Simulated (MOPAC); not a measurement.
A run for MOPAC: PM3 on BF2H3Si (SMILES FB(F)[SiH3]), a point of a torsion scan.

```
PM3 1SCF PRECISE CHARGE=0 THREADS=1
BF2H3Si

F      1.82179814 1    -1.22265559 1     0.03080064 1
B      1.15294626 1    -0.08373221 1     0.00247197 1
F      1.96423947 1     0.95903222 1     0.00856591 1
Si    -0.82600965 1     0.05017236 1    -0.02887080 1
H     -1.36243144 1     0.34490879 1     1.30551052 1
H     -1.29080491 1     1.12302899 1    -0.91363624 1
H     -1.46140364 1    -1.19158418 1    -0.47787803 1
```

It printed:

```
*******************************************************************************
 **                                                                           **
 **                              MOPAC v23.2.5                                **
 **                                                                           **
 *******************************************************************************
 ** MOPAC's Digital Object Identifier: https://doi.org/10.5281/zenodo.6511958 **
 **                                                                           **
 ** Please cite the open-source release paper for use of this MOPAC version:  **
 ** J. E. Moussa and J. J. P. Stewart (2026)                                  **
 ** MOPAC: An open-source semiempirical molecular orbital program             **
 ** J. Open Source Softw., 11(119), 8025, https://doi.org/10.21105/joss.08025 **
 *******************************************************************************

                              PM3 CALCULATION RESULTS

 *******************************************************************************
 *  PM3        - The PM3 Hamiltonian to be used
 *
 *
 *
 *                 CHARGE ON SYSTEM = 0
 *
 *
 *
 *  PRECISE    - TIGHTER CRITERIA TO BE USED
 *  1SCF       - DO 1 SCF AND THEN STOP
 *  THREADS=1  - MULTI-THREADING NOT USED
 *  T=         - A TIME OF 172800.0 SECONDS REQUESTED
 *  DUMP=N     - RESTART FILE WRITTEN EVERY 7200.0 SECONDS REQUESTED
 *******************************************************************************
PM3 1SCF PRECISE CHARGE=0 THREADS=1
 BF2H3Si

   ATOM   CHEMICAL          X               Y               Z
  NUMBER   SYMBOL      (ANGSTROMS)     (ANGSTROMS)     (ANGSTROMS)

     1       F          1.82179814  *  -1.22265559  *   0.03080064  *
     2       B          1.15294626  *  -0.08373221  *   0.00247197  *
     3       F          1.96423947  *   0.95903222  *   0.00856591  *
     4      Si         -0.82600965  *   0.05017236  *  -0.02887080  *
     5       H         -1.36243144  *   0.34490879  *   1.30551052  *
     6       H         -1.29080491  *   1.12302899  *  -0.91363624  *
     7       H         -1.46140364  *  -1.19158418  *  -0.47787803  *



          CARTESIAN COORDINATES

    NO.       ATOM           X           Y           Z

     1         F          1.8218     -1.2227      0.0308
     2         B          1.1529     -0.0837      0.0025
     3         F          1.9642      0.9590      0.0086
     4        Si         -0.8260      0.0502     -0.0289
     5         H         -1.3624      0.3449      1.3055
     6         H         -1.2908      1.1230     -0.9136
     7         H         -1.4614     -1.1916     -0.4779

  H: (PM3): J. J. P. STEWART, J. COMP. CHEM. 10, 209 (1989).
  B: (PM3): J. J. P. STEWART, J. MOL. MOD., 10, 155-164 (2004)
  F: (PM3): J. J. P. STEWART, J. COMP. CHEM. 10, 209 (1989).
 Si: (PM3): J. J. P. STEWART, J. COMP. CHEM. 10, 209 (1989).

           Empirical Formula: H3 F2 B Si  =     7 atoms



      MOLECULAR POINT GROUP   :   C1


      RHF CALCULATION, NO. OF DOUBLY OCCUPIED LEVELS = 12


 -------------------------------------------------------------------------------
 PM3 1SCF PRECISE CHARGE=0 THREADS=1
 BF2H3Si



     1SCF WAS SPECIFIED, SO BFGS WAS NOT USED
     SCF FIELD WAS ACHIEVED


                              PM3 CALCULATION
                                                       MOPAC v23.2.5 Linux




          FINAL HEAT OF FORMATION =       -178.62474 KCAL/MOL =    -747.36590 KJ/MOL


          COSMO AREA              =        112.02 SQUARE ANGSTROMS
          COSMO VOLUME            =         99.33 CUBIC ANGSTROMS

          IONIZATION POTENTIAL    =         12.006866 EV
          HOMO LUMO ENERGIES (EV) =        -12.007 -0.477
          NO. OF FILLED LEVELS    =         12
          MOLECULAR WEIGHT        =         79.9160         POINT GROUP:  C1

          MOLECULAR DIMENSIONS (Angstroms)

            Atom       Atom       Distance
            H     7    F     3     4.07392
            F     1    H     6     3.72251
            H     6    H     5     2.08206


          SCF CALCULATIONS        =          1





   ATOM   CHEMICAL          X               Y               Z
  NUMBER   SYMBOL      (ANGSTROMS)     (ANGSTROMS)     (ANGSTROMS)

     1       F          1.82179814  *  -1.22265559  *   0.03080064  *
     2       B          1.15294626  *  -0.08373221  *   0.00247197  *
     3       F          1.96423947  *   0.95903222  *   0.00856591  *
     4      Si         -0.82600965  *   0.05017236  *  -0.02887080  *
     5       H         -1.36243144  *   0.34490879  *   1.30551052  *
     6       H         -1.29080491  *   1.12302899  *  -0.91363624  *
     7       H         -1.46140364  *  -1.19158418  *  -0.47787803  *

                             CARTESIAN COORDINATES

   1    F        1.821798140    -1.222655590     0.030800640
   2    B        1.152946260    -0.083732210     0.002471970
   3    F        1.964239470     0.959032220     0.008565910
   4   Si       -0.826009650     0.050172360    -0.028870800
   5    H       -1.362431440     0.344908790     1.305510520
   6    H       -1.290804910     1.123028990    -0.913636240
   7    H       -1.461403640    -1.191584180    -0.477878030


           Empirical Formula: H3 F2 B Si  =     7 atoms



      MOLECULAR POINT GROUP   :   C1


                  EIGENVALUES
 -27.77640 -24.50602 -20.50829 -18.64272 -17.91365 -17.14896 -16.25495 -15.96378
 -15.70988 -12.12707 -12.08003 -12.00687  -0.47742   0.76813   1.14472   1.78190
   2.09522   4.75844   4.89197


              NET ATOMIC CHARGES AND DIPOLE CONTRIBUTIONS

  ATOM NO.   TYPE          CHARGE      No. of ELECS.   s-Pop       p-Pop
    1          F          -0.097481        7.0975     1.58549     5.51199
    2          B          -0.135597        3.1356     1.16232     1.97328
    3          F          -0.097991        7.0980     1.58562     5.51237
    4         Si           0.568008        3.4320     0.87612     2.55587
    5          H          -0.074022        1.0740     1.07402
    6          H          -0.079885        1.0799     1.07989
    7          H          -0.083032        1.0830     1.08303
 DIPOLE           X         Y         Z       TOTAL
 POINT-CHG.    -3.219     0.234    -0.022     3.228
 HYBRID         1.364    -0.077     0.046     1.367
 SUM           -1.856     0.157     0.024     1.862


          ATOMIC ORBITAL ELECTRON POPULATIONS

     Atom    s        px        py        pz
    1  F   1.58549   1.90065   1.77207   1.83927
    2  B   1.16232   0.93702   0.68810   0.34816
    3  F   1.58562   1.87293   1.79980   1.83964
    4 Si   0.87612   0.73982   0.90541   0.91064
    5  H   1.07402
    6  H   1.07989
    7  H   1.08303

 **********************
 *                    *
 * JOB ENDED NORMALLY *
 *                    *
 **********************




 == MOPAC DONE ==
```

The run finished.

Cost: very roughly 0.03 core-seconds.
